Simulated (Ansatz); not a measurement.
Coupled-cluster diagnostics for n-GeSiGeSiH10 (Si2Ge2H10), Ansatz.

Geometry of the singlet (PBE-D4/def2-SVP):

| atom | x (Å) | y (Å) | z (Å) |
| --- | --- | --- | --- |
| Ge1 | 0.3488 | 2.2588 | -0.7744 |
| Ge2 | -1.0191 | -1.3074 | 0.0682 |
| Si3 | -0.0855 | 0.0745 | -1.6522 |
| Si4 | 0.4748 | -1.3603 | 1.9387 |
| H5 | 1.3677 | 2.1664 | 0.3928 |
| H6 | 0.9288 | 3.2050 | -1.8593 |
| H7 | -0.9598 | 2.8861 | -0.2238 |
| H8 | 1.2075 | -0.5386 | -2.1261 |
| H9 | -1.0206 | 0.1708 | -2.8304 |
| H10 | -2.3888 | -0.7204 | 0.5122 |
| H11 | -1.2712 | -2.7479 | -0.4602 |
| H12 | 0.6421 | 0.0329 | 2.4843 |
| H13 | -0.0466 | -2.2523 | 3.0336 |
| H14 | 1.8218 | -1.8676 | 1.4967 |

Correlated methods freeze 28 core orbitals; core or outer-core shells of Ge are correlated, in sets that lack core-valence functions. Another isomer (singlet) lies 0.11 eV lower at PBE0-D4/def2-TZVP; other spin states weren't run for this one.

Problem. Estimate the CCSD(T) correlation energy, the shares of MP2 and (T), T1 and the reference's ⟨S²⟩ for: charge 0, singlet, own geometry in def2-SVP; and the rough time on 4 threads of Intel Xeon on a shared host.

Solution. 
```tsv
state	basis	correlation (eV)	MP2 share (%)	(T) share (%)	T1	⟨S²⟩ (pure)	wall time
charge 0, singlet, own geometry	def2-SVP	-20.747	89.0	2.8	0.011	0.00 (0.00)	16 s
```
Customary marks for T1 are 0.02 (closed shells), 0.045 (open shells) and about 0.05 (3d metals). T1 stays under 0.02 throughout.
